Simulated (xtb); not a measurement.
H₆GeSi, charge -1, doublet, at the geometry of the source list (a state made from the parent by changing its charge; the spin is typed, not shown lowest), atoms displaced at random by about 0.1 Å a coordinate; GFN1-xTB (xtb).

Here is a job for xtb.
```
$ xtb mol.xyz --gfn 1 --chrg -1 --uhf 1 --opt extreme --json

# file mol.xyz
8

Si    -1.22225975     0.10327379     0.07176335
Ge     1.21720404    -0.14310662    -0.04915951
H     -1.92021560    -0.77702320     1.04772320
H     -1.43674683     1.50166854     0.52545589
H     -1.74432525    -0.23655760    -1.26390850
H      1.50696128    -1.26537876    -0.78926922
H      1.92770752     0.94085702    -0.81719866
H      1.96503657     0.03745099     1.43881821
```

Problem. What does xtb print? Leave out banner, timings and long lists.

Solution. 
```
   ID    Z sym.   atoms
    1   14 Si     1
    2   32 Ge     2
    3    1 H      3-8

           -------------------------------------------------
          |                Calculation Setup                |
           -------------------------------------------------

           -------------------------------------------------
          |                 G F N 1 - x T B                 |
           -------------------------------------------------

          ...................................................
          :                      SETUP                      :
          :.................................................:
          :  # basis functions                  32          :
          :  # atomic orbitals                  30          :
          :  # shells                           18          :
          :  # electrons                        15          :
          :  # halogen bonds                     0          :
          :  max. iterations                   250          :
          :  Hamiltonian                  GFN1-xTB          :
          :  restarted?                      false          :
          :  GBSA solvation                  false          :
          :  PC potential                    false          :
          :  electronic temp.          300.0000000     K    :
          :  accuracy                    1.0000000          :
          :  -> integral cutoff          0.2500000E+02      :
          :  -> integral neglect         0.1000000E-07      :
          :  -> SCF convergence          0.1000000E-05 Eh   :
          :  -> wf. convergence          0.2000000E-04 e    :
          :  Broyden damping             0.4000000          :
          :  net charge                         -1          :
          :  unpaired electrons                  1          :
          ...................................................

 iter      E             dE          RMSdq      gap      omega  full diag
   1     -6.6957399 -0.669574E+01  0.641E+00    0.61       0.0  T
   2     -6.8240589 -0.128319E+00  0.452E+00    0.50       1.0  T
   3     -6.9085886 -0.845297E-01  0.255E+00    0.60       1.0  T
   4     -6.9606659 -0.520773E-01  0.114E+00    0.74       1.0  T
   5     -6.9710538 -0.103879E-01  0.125E+00    0.77       1.0  T
   6     -6.9615966  0.945720E-02  0.111E+00    0.74       1.0  T
   7     -6.8213429  0.140254E+00  0.559E+00    0.34       1.0  T
   8    -30.9500405 -0.241287E+02  0.369E+01    0.05       1.0  T
[...]
 * total energy  :    -6.9533678 Eh     change       -0.8212702E-05 Eh
 * total energy  :    -6.9533718 Eh     change       -0.3980984E-05 Eh
 * total energy  :    -6.9533743 Eh     change       -0.2455029E-05 Eh
 * total energy  :    -6.9533759 Eh     change       -0.1640792E-05 Eh
 * total energy  :    -6.9533763 Eh     change       -0.3868491E-06 Eh
 * total energy  :    -6.9533759 Eh     change        0.3710549E-06 Eh
 * total energy  :    -6.9533765 Eh     change       -0.5198489E-06 Eh
 * total energy  :    -6.9533764 Eh     change        0.9092615E-07 Eh
 * total energy  :    -6.9533765 Eh     change       -0.1447135E-06 Eh
 * total energy  :    -6.9533765 Eh     change        0.2514775E-07 Eh
 * total energy  :    -6.9533765 Eh     change       -0.5092527E-07 Eh
 * total energy  :    -6.9533766 Eh     change       -0.1148389E-07 Eh
   *** GEOMETRY OPTIMIZATION CONVERGED AFTER 28 ITERATIONS ***
         :: total energy              -6.953376551027 Eh    ::
[...]
        17                          0.0712064               1.9376
        18                          0.0859104               2.3377
        19                          0.0961624               2.6167
       ...                                ...                  ...
        30                          1.8728735              50.9635
      -------------------------------------------------------------
                  HL-Gap            0.0975844 Eh            2.6554 eV
             Fermi-level           -0.1810319 Eh           -4.9261 eV

  Mulliken/CM5 charges         n(s)   n(p)   n(d)
     1Si   -0.61930 -0.88998   1.392  2.723  0.504
     2Ge   -0.24710 -0.42885   1.364  2.518  0.365
     3H    -0.01077  0.06835   1.011  0.000  0.000
     4H     0.01067  0.09889   0.989  0.000  0.000
     5H     0.01071  0.09894   0.989  0.000  0.000
     6H    -0.04579  0.02136   1.046  0.000  0.000
     7H    -0.05258  0.01000   1.053  0.000  0.000
     8H    -0.04585  0.02129   1.046  0.000  0.000

Wiberg/Mayer (AO) data.
largest (>0.10) Wiberg bond orders for each atom

 ---------------------------------------------------------------------------
     #   Z sym  total        # sym  WBO       # sym  WBO       # sym  WBO
 ---------------------------------------------------------------------------
     1  14 Si   4.164 --     2 Ge   1.237     3 H    0.944     4 H    0.936
                             5 H    0.936
     2  32 Ge   4.192 --     1 Si   1.237     8 H    0.944     6 H    0.944
                             7 H    0.926
     3   1 H    0.994 --     1 Si   0.944
     4   1 H    0.996 --     1 Si   0.936
     5   1 H    0.996 --     1 Si   0.936
     6   1 H    0.996 --     2 Ge   0.944
     7   1 H    0.994 --     2 Ge   0.926
     8   1 H    0.996 --     2 Ge   0.944
 ---------------------------------------------------------------------------

Topologies differ in total number of bonds
Writing topology from bond orders to xtbtopo.mol

 dipole moment from electron density (au)
     X       Y       Z
   0.6451   0.2778  -0.3994  total (Debye):    2.054

optimized geometry written to: xtbopt.xyz

           -------------------------------------------------
          | TOTAL ENERGY               -6.953376551027 Eh   |
          | GRADIENT NORM               0.000020726550 Eh/α |
          | HOMO-LUMO GAP               2.655407872573 eV   |
           -------------------------------------------------

normal termination of xtb
```
